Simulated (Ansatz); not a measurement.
Ansatz results at the PBE0-D4/def2-TZVP geometry: HOMO–LUMO gap (PBE/def2-TZVPP) 5.86 eV; ideal-gas entropy at 298 K and 1 bar (rigid rotor, harmonic PBE0-D4/def2-TZVP) 392 J/(mol·K); HOMO energy (ωB97M-V/def2-TZVPP) -10.38 eV.

Each molecule was computed in one conformer, which needn't be the lowest.

(1) Which molecule gave them?
A. `N[SiH](Cl)O[SiH3]`
B. `CO[Si](N)(F)F`
C. `N[SiH](N)N`
D. `C=C[Si](O)(Cl)Cl`

## Answers

(1) A. The others give `N[SiH](N)N`: 5.69, 324, -9.25; `CO[Si](N)(F)F`: 6.51, 375, -10.58; `C=C[Si](O)(Cl)Cl`: 5.30, 381, -10.63.
